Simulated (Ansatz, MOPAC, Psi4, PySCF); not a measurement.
Species: silyloxyboronic acid, H$_{5}$BSiO$_{3}$, charge 0, multiplicity 1. SMILES: OB(O)O[SiH3]
Geometry: optimised at B3LYP-D3(BJ)/def2-TZVP (Ansatz, a program for electronic structure).

Wanted: vertical ionisation energy to the doublet, in eV. Conventions: PM7 with its own dispersion and hydrogen-bond terms; each state is the SCF solution reached for its charge and spin; six Cartesian d functions in 6-31G* and its kin unless marked 5d; no dispersion term unless named; spin-orbit terms left out; frozen cores in correlated levels; 6-311+G** with 5d, 6d on Na to Ar in Ansatz; UHF or UKS for open shells; non-relativistic. First-principles rows: single points at B3LYP-D3(BJ) geometries (Ansatz). Semi-empirical rows: differences of heats of formation at the shared geometry for vertical values.

| level | program | vertical ionisation energy to the doublet (eV) |
|---|---|---|
| AM1 | MOPAC | 10.71 |
| PM6 | MOPAC | 10.58 |
| PM7 | MOPAC | 11.07 |
| MNDO | MOPAC | 10.79 |
| HF/6-311+G** | Ansatz | 10.79 |
| PBE/6-31G* | Ansatz | 10.18 |
| PBE/6-311+G** | Ansatz | 10.46 |
| B3LYP/STO-3G | Ansatz | 7.33 |
| B3LYP/6-31G* | Ansatz | 10.70 |
| B3LYP/6-311+G** | Ansatz | 10.96 |
| M06-2X/6-31G* (5d) | PySCF | 11.21 |
| wB97X-D/6-31G* | Psi4 | 11.02 |
| MP2/6-31G* | Ansatz | 11.70 |
| MP2/6-311+G** | Ansatz | 12.01 |
| PBE0/def2-TZVPD | Ansatz | 10.99 |

No value to compare with is used here. The 14 habitual levels span 7.33 (B3LYP/STO-3G) to 12.01 eV (MP2/6-311+G**); PBE0/def2-TZVPD gives 10.99.

The levels are drawn from those run, B3LYP/6-31G* more often than the rest, none by its result; left out are runs that failed, that the program found above a lower state of the same kind, or whose <S^2> lies over 0.5 above the pure value.
